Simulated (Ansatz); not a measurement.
Calculated with Ansatz (gas phase, PBE0-D4/def2-TZVP geometries, no zero-point term in ΔE). CBS: MP2 limit from def2 TZ/QZ plus the TZ coupled-cluster correction, frozen cores. Functionals use def2-TZVPP. B3LYP here is the variant with VWN-RPA as its local correlation; programs differ in this. Each species was taken in one conformer, which may not be the lowest.

`FB(F)c1ccccc1` + CH₃NH₂ → `CNB(F)F` + `c1ccccc1`  (ligand exchange at a B–C bond)

`FB(F)c1ccccc1`:

Z-matrix (Å, degrees):
```
B
F 1 1.324
C 1 1.543 2 121.8
F 1 1.324 2 116.4 3 -180.0
C 3 1.397 1 120.7 2 179.9
C 3 1.397 1 120.7 2 -0.1
C 5 1.384 3 120.7 1 180.0
H 5 1.085 3 119.4 1 -0.0
C 6 1.384 3 120.7 1 -180.0
H 6 1.085 3 119.4 1 0.0
C 7 1.388 5 119.8 3 -0.0
H 7 1.084 5 120.2 3 180.0
H 9 1.084 6 120.2 3 180.0
H 11 1.084 7 119.9 5 -180.0
```

CH₃NH₂:

```xyz
7

C     0.201   -0.503    0.171
N    -0.007    0.884   -0.208
H    -0.683   -1.152    0.087
H     0.549   -0.548    1.205
H     0.990   -0.934   -0.449
H    -0.728    1.305    0.363
H    -0.320    0.948   -1.168
```

`CNB(F)F`:

```xyz
9

C    -1.068   -0.174    0.414
N    -0.011    0.162   -0.512
B     1.353    0.132   -0.245
F     1.825   -0.227    0.947
F     2.240    0.465   -1.182
H    -1.666   -1.016    0.054
H    -0.630   -0.457    1.370
H    -1.737    0.674    0.586
H    -0.307    0.442   -1.432
```

`c1ccccc1`:

Cartesian coordinates in Å:
```
C -0.615 0.620 -1.078
C 0.236 1.343 -0.255
C 0.851 0.723 0.823
C 0.615 -0.620 1.078
C -0.236 -1.343 0.255
C -0.851 -0.723 -0.823
H -1.096 1.105 -1.920
H 0.421 2.393 -0.454
H 1.517 1.288 1.466
H 1.096 -1.105 1.920
H -0.421 -2.393 0.454
H -1.517 -1.288 -1.466
```

(1) Is it downhill or uphill in electronic energy at CCSD(T)/CBS, and by how much? (Estimate.)

(2) What do these levels give: CAM-B3LYP-D4, B2PLYP, PBE, r2SCAN, PBE0, B3LYP, BHLYP, CCSD/def2-SVP, HF/def2-TZVPP, CCSD/def2-TZVPP, HF/CBS(def2), CCSD/CBS(def2)? (Best estimate.)

Largest T1 diagnostic among the species: 0.012.

Results:

(1) The calculation gave: Downhill: ΔE = -94.5 kJ/mol.

(2) Ansatz gave: CAM-B3LYP-D4 -100.2, B2PLYP -97.6, PBE -93.9, r2SCAN -96.6, PBE0 -96.7, B3LYP -99.4, BHLYP -102.1, CCSD/def2-SVP -104.8, HF/def2-TZVPP -102.7, CCSD/def2-TZVPP -96.4, HF/CBS(def2) -102.7, CCSD/CBS(def2) -96.8 kJ/mol.

From BLYP to BHLYP (50 % exact exchange), in def2-TZVPP and without D4, ΔE moves by −5.3 kJ/mol. At CCSD(T), def2-SVP lies −8.3 kJ/mol from the extrapolated value and def2-TZVPP +0.5 kJ/mol. In def2-TZVPP, CCSD(T) changes the Hartree–Fock value by +8.7 kJ/mol (the triples alone add +2.4 kJ/mol) and MP2 by +7.9 kJ/mol.
